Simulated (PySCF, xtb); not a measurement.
BiH₅, SMILES [BiH5].

GFN2-xTB run with xtb at its own geometry gives an orbital gap of 4.32 eV and a dipole moment of 0.00 D.

Geometry optimised at B3LYP-D3(BJ)/def2-TZVP. The def2 effective core potentials stand for the cores of Bi; spin–orbit coupling is left out.

Task: What does PBE/def2-TZVPD (PySCF) give? (The exact figures need the calculation; the answer reports its results.)

Result: gap 2.40 eV (levels -5.23 and -2.83 eV), dipole 0.00 D.
